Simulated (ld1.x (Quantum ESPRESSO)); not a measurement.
u(r) = r·R(r): atom against pseudo-atom (Cs (Z = 55))

Columns: radius, all-electron u(r) and pseudo u(r) of the 6p shell (level -0.78 eV) of caesium in the configuration [Kr] 4d10 5s2 5p6 5d0 6s1 6p0; LDA (PZ), scalar-relativistic, PAW scheme, ld1.x (Quantum ESPRESSO) 7.5.

```
r (bohr)  all-electron   pseudo
   0.228       -0.0560  -0.0185
   0.455        0.0635  -0.0685
   0.682        0.0705  -0.1361
   0.910       -0.0142  -0.2031
   1.138       -0.0954  -0.2518
   1.365       -0.1417  -0.2706
   1.592       -0.1535  -0.2568
   1.820       -0.1392  -0.2153
   2.047       -0.1080  -0.1568
   2.275       -0.0669  -0.0923
   2.502       -0.0214  -0.0312
   2.730        0.0255   0.0233
   2.958        0.0714   0.0713
   3.185        0.1149   0.1149
   3.412        0.1553   0.1553
   3.640        0.1926   0.1926
   3.868        0.2263   0.2263
   4.095        0.2564   0.2564
   4.322        0.2831   0.2831
   4.550        0.3066   0.3066
   4.778        0.3270   0.3270
   5.005        0.3442   0.3442
   5.232        0.3587   0.3587
   5.460        0.3705   0.3705
   5.688        0.3797   0.3797
   5.915        0.3866   0.3866
```

Task: How many radial nodes do the two functions have?

Result: The all-electron 6p function has n − l − 1 = 4 (the table is too coarse to show those close to the nucleus); the pseudo-wave has 1, since 1 lower shell of the same l stays in the valence.

Task: At about which radius was the pseudo-wave matched?

Result: 3.25 bohr. The columns agree to 0.0005 from 2.96 bohr on; several derivatives are matched, so the curves merge somewhat inside the radius.

Task: Is the pseudo-wave norm-conserving?

Result: No, it belongs to a PAW set: the norm inside the radius is not constrained, and the difference is carried by the augmentation charge.
